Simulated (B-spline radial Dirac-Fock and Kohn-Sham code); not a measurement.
Binding energies of Te⁺ in different valence configurations

These are calculated numbers from an atomic code on a B-spline grid; the model is multi-electron Dirac-Fock with separately optimised hole states, Breit and Lamb-shift corrections added in first order. Correlation energy is missing from these numbers.

Reference: the tabulated ground configuration [Kr] 4d10 5s2 5p3, with 2p3/2 4361.6 eV, 3s 1029.1 eV, 3p1/2 892.3 eV, 3d5/2 591.5 eV, 4d3/2 59.22 eV, 4d5/2 57.77 eV, Kα1 27470.2 eV, Kβ1 30991.1 eV, Lα1 3770.1 eV, Lβ2 4303.8 eV.

Shifts from the reference in eV.

| configuration | average energy | 2p3/2 | 3s | 3p1/2 | 3d5/2 | 4d3/2 | 4d5/2 | Kα1 | Kβ1 | Lα1 | Lβ2 |
| --- | --- | --- | --- | --- | --- | --- | --- | --- | --- | --- | --- |
| [Kr] 4d10 5s1 5p4 | +10.57 | +1.58 | +1.42 | +1.67 | +1.60 | +1.49 | +1.48 | -0.05 | -0.07 | -0.02 | +0.10 |
